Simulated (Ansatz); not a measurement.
Cd₂O₂⁻. Charge -1, multiplicity 2. Geometry PBE0-D4/def2-TZVPD; atoms count from 1.

```xyz
4

Cd   -0.954    0.124   -2.603
Cd    0.296   -0.020    0.851
O     0.208   -0.660   -0.966
O     0.450    0.556    2.718
```

In the def2 sets Cd takes a core potential; there is no spin–orbit coupling. The structure comes from a short search, and lower isomers may exist.

(1) Estimate the Mulliken populations from the PBE0/def2-TZVPD orbitals of Ansatz.

(2) Where does the spin sit?

(3) And the Mayer bond orders between heavy atoms (over 0.3)?

Answers

(1) 
```json
{"atom": "Cd1", "charge (e)": "-0.15", "spin (α − β)": "0.16", "d electrons": "9.99"}
{"atom": "Cd2", "charge (e)": "0.55", "spin (α − β)": "-0.09", "d electrons": "9.92"}
{"atom": "O3", "charge (e)": "-0.71", "spin (α − β)": "0.18", "d electrons": "–"}
{"atom": "O4", "charge (e)": "-0.69", "spin (α − β)": "0.76", "d electrons": "–"}
```
Mulliken values depend strongly on the basis. With diffuse functions, as here, like atoms can get unlike values, and bond orders can come out too low or too high.

(2) Summed by element: Cd 0.07, O 0.93, of 1 unpaired in all. Largest on single atoms: O4 0.76, O3 0.18, Cd1 0.16.

(3) Cd2–O3 0.71 (1.93 Å); Cd2–O4 0.71 (1.96 Å).
